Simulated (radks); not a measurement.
Species: the arsenic ion As3+. Configuration: [Ar] 3d10 4s2. Method: non-relativistic Kohn-Sham, LDA (Slater exchange, Perdew-Wang correlation), spin-polarised, spherical densities, point nucleus; computed with a radial shooting solver on a logarithmic mesh with Libxc functionals. Some entries of the table are withheld. Estimate them.

orbital  occ.  eigenvalue (hartree)  <r^2> (bohr^2)  r(max) (bohr)
1s          2             -424.6296             (1)            (2)
2s          2             -54.36618         0.05046         0.1739
2p          6             -48.80371             (3)            (4)
3s          2              -7.99599          0.4289         0.5316
3p          6              -6.11644          0.4545         0.5249
3d         10              -2.80239          0.5631            (5)
4s          2                   (6)           3.510          1.554

Answer. 
(1) 1s <r^2> (bohr^2): 0.002888
(2) 1s r(max) (bohr): 0.03066
(3) 2p <r^2> (bohr^2): 0.03916
(4) 2p r(max) (bohr): 0.1378
(5) 3d r(max) (bohr): 0.4737
(6) 4s eigenvalue (hartree): -1.62336
